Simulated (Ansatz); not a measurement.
Cost and result up the ladder for the cluster Cu3O2 (5 atoms). Charge 0, multiplicity 2. Geometry: B3LYP-D4/def2-SVP.

```xyz
5

Cu   -0.359    0.471    1.156
Cu    0.448    0.581   -1.072
Cu   -0.190   -1.907   -0.162
O     1.016   -0.665    0.334
O    -0.915    1.520   -0.256
```

Ansatz on 4 threads of AMD EPYC 9R45 on a shared host. Times are rough, and most runs start from the orbitals of an earlier one. PBE0-D4/def2-TZVP serves as the yardstick here, not as an exact answer. Differences are given only for rows in sets of like size (and for xTB, whose basis is part of the method), since another set adds its own error. Binding counts from free atoms at the same level (Cu doublet, O triplet; other spins of the atoms weren't run), without zero-point energy or a counterpoise term.

B3LYP takes the VWN-RPA correlation. HSE06 is defined as in plane-wave codes, on full-range PBE exchange. Correlated methods freeze 29 core orbitals. The rows differ in basis, and correlated rows in double-zeta sets carry the largest basis error. In CCSD on the charge 0 doublet the largest single amplitude is 0.35, so its Hartree–Fock determinant may place the open shell otherwise than the density functionals do. No other spin state of charge 0 was run. Another isomer (doublet) lies 0.13 eV lower at PBE0-D4/def2-TZVP; other spin states weren't run for this one.

Run but left out: MP2/def2-TZVP (a determinant that CCSD turns far, T1 0.081).

Correlated methods converge slowly with the basis, most of all in double-zeta sets.

```csv
level,functions,wall time,binding energy per atom (eV),difference from PBE0-D4/def2-TZVP (eV),remarks
PBE-D4/def2-SVP,121,1.3 s,2.85,–,–
PBE-D4/def2-TZVP (with forces),197,2.2 s,2.50,0.39,–
PBE0-D4/def2-SVP,121,2.4 s,2.35,–,–
HSE06-D4/def2-TZVP,197,3.5 s,2.11,0.00,–
B3LYP-D4/def2-TZVP,197,3.5 s,2.12,0.01,–
r2SCAN-D4/def2-TZVP,197,4.2 s,2.44,0.33,–
PBE0-D4/def2-TZVP,197,4.7 s,2.11,0.00,–
PBE-QIDH/def2-TZVP,197,8.5 s,2.03,-0.08,–
CCSD(T)/def2-SVP,121,34 s,1.98,–,large T1 (0.081)
```
